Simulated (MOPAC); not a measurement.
Input for MOPAC: PM6 on CH3BO (a complex), monomers drawn apart or pushed together.

```
PM6 1SCF PRECISE CHARGE=0 THREADS=1
CH3BO

B      0.05092971 1    -0.01422898 1     0.50933895 1
H      0.35862152 1     1.07006016 1     0.11994969 1
H      0.91233479 1    -0.82054991 1     0.33790774 1
H     -1.00059855 1    -0.37162160 1     0.07540596 1
C     -0.38118401 1     0.28222673 1     4.17200916 1
O     -0.24903857 1     0.19192671 1     3.05083923 1
```

Output:

```
*******************************************************************************
 **                                                                           **
 **                              MOPAC v23.2.5                                **
 **                                                                           **
 *******************************************************************************
 ** MOPAC's Digital Object Identifier: https://doi.org/10.5281/zenodo.6511958 **
 **                                                                           **
 ** Please cite the open-source release paper for use of this MOPAC version:  **
 ** J. E. Moussa and J. J. P. Stewart (2026)                                  **
 ** MOPAC: An open-source semiempirical molecular orbital program             **
 ** J. Open Source Softw., 11(119), 8025, https://doi.org/10.21105/joss.08025 **
 *******************************************************************************

                              PM6 CALCULATION RESULTS

 *******************************************************************************
 *  PM6        - The PM6 Hamiltonian to be used
 *
 *
 *
 *                 CHARGE ON SYSTEM = 0
 *
 *
 *
 *  PRECISE    - TIGHTER CRITERIA TO BE USED
 *  1SCF       - DO 1 SCF AND THEN STOP
 *  THREADS=1  - MULTI-THREADING NOT USED
 *  T=         - A TIME OF 172800.0 SECONDS REQUESTED
 *  DUMP=N     - RESTART FILE WRITTEN EVERY 7200.0 SECONDS REQUESTED
 *******************************************************************************
PM6 1SCF PRECISE CHARGE=0 THREADS=1
 CH3BO

   ATOM   CHEMICAL          X               Y               Z
  NUMBER   SYMBOL      (ANGSTROMS)     (ANGSTROMS)     (ANGSTROMS)

     1       B          0.05092971  *  -0.01422898  *   0.50933895  *
     2       H          0.35862152  *   1.07006016  *   0.11994969  *
     3       H          0.91233479  *  -0.82054991  *   0.33790774  *
     4       H         -1.00059855  *  -0.37162160  *   0.07540596  *
     5       C         -0.38118401  *   0.28222673  *   4.17200916  *
     6       O         -0.24903857  *   0.19192671  *   3.05083923  *



          CARTESIAN COORDINATES

    NO.       ATOM           X           Y           Z

     1         B          0.0509     -0.0142      0.5093
     2         H          0.3586      1.0701      0.1199
     3         H          0.9123     -0.8205      0.3379
     4         H         -1.0006     -0.3716      0.0754
     5         C         -0.3812      0.2822      4.1720
     6         O         -0.2490      0.1919      3.0508

 General Reference for PM6:
 "Optimization of Parameters for Semiempirical Methods V: Modification of NDDO Approximations
 and Application to 70 Elements", J. J. P. Stewart, J. Mol. Mod., 13, 1173-1213 (2007)
 URL: https://link.springer.com/article/10.1007/s00894-007-0233-4

           Empirical Formula: C H3 O B  =     6 atoms



      MOLECULAR POINT GROUP   :   C3v


      RHF CALCULATION, NO. OF DOUBLY OCCUPIED LEVELS = 8


 -------------------------------------------------------------------------------
 PM6 1SCF PRECISE CHARGE=0 THREADS=1
 CH3BO



     1SCF WAS SPECIFIED, SO BFGS WAS NOT USED
     SCF FIELD WAS ACHIEVED


                              PM6 CALCULATION
                                                       MOPAC v23.2.5 Linux




          FINAL HEAT OF FORMATION =         31.41314 KCAL/MOL =     131.43256 KJ/MOL


          COSMO AREA              =         98.76 SQUARE ANGSTROMS
          COSMO VOLUME            =         76.58 CUBIC ANGSTROMS

          IONIZATION POTENTIAL    =         11.172257 EV
          HOMO LUMO ENERGIES (EV) =        -11.172 -0.577
          NO. OF FILLED LEVELS    =          8
          MOLECULAR WEIGHT        =         41.8441         POINT GROUP:  C3v

          MOLECULAR DIMENSIONS (Angstroms)

            Atom       Atom       Distance
            C     5    H     4     4.19444
            H     3    H     2     1.98205
            C     5    H     2     1.65131


          SCF CALCULATIONS        =          1





   ATOM   CHEMICAL          X               Y               Z
  NUMBER   SYMBOL      (ANGSTROMS)     (ANGSTROMS)     (ANGSTROMS)

     1       B          0.05092971  *  -0.01422898  *   0.50933895  *
     2       H          0.35862152  *   1.07006016  *   0.11994969  *
     3       H          0.91233479  *  -0.82054991  *   0.33790774  *
     4       H         -1.00059855  *  -0.37162160  *   0.07540596  *
     5       C         -0.38118401  *   0.28222673  *   4.17200916  *
     6       O         -0.24903857  *   0.19192671  *   3.05083923  *

                             CARTESIAN COORDINATES

   1    B        0.050929710    -0.014228980     0.509338950
   2    H        0.358621520     1.070060160     0.119949690
   3    H        0.912334790    -0.820549910     0.337907740
   4    H       -1.000598550    -0.371621600     0.075405960
   5    C       -0.381184010     0.282226730     4.172009160
   6    O       -0.249038570     0.191926710     3.050839230


           Empirical Formula: C H3 O B  =     6 atoms



      MOLECULAR POINT GROUP   :   C3v


                  EIGENVALUES
 -34.48280 -20.62493 -17.60546 -16.26959 -16.26958 -12.42411 -11.17518 -11.17226
  -0.57668   0.86561   0.86561   4.14810   4.87405   5.94375   5.94539


              NET ATOMIC CHARGES AND DIPOLE CONTRIBUTIONS

  ATOM NO.   TYPE          CHARGE      No. of ELECS.   s-Pop       p-Pop
    1          B          -0.076079        3.0761     1.13286     1.94322
    2          H           0.019427        0.9806     0.98057
    3          H           0.019538        0.9805     0.98046
    4          H           0.019502        0.9805     0.98050
    5          C           0.360851        3.6391     1.73545     1.90370
    6          O          -0.343237        6.3432     1.79543     4.54781
 DIPOLE           X         Y         Z       TOTAL
 POINT-CHG.    -0.243     0.166     2.065     2.086
 HYBRID         0.096    -0.065    -0.815     0.823
 SUM           -0.148     0.101     1.250     1.263


          ATOMIC ORBITAL ELECTRON POPULATIONS

     Atom    s        px        py        pz
    1  B   1.13286   0.93771   0.94441   0.06109
    2  H   0.98057
    3  H   0.98046
    4  H   0.98050
    5  C   1.73545   0.47271   0.46904   0.96194
    6  O   1.79543   1.53350   1.53390   1.48041

 **********************
 *                    *
 * JOB ENDED NORMALLY *
 *                    *
 **********************




 == MOPAC DONE ==
```

The run finished.

Cost: about 0.03 core-seconds (a rough figure).
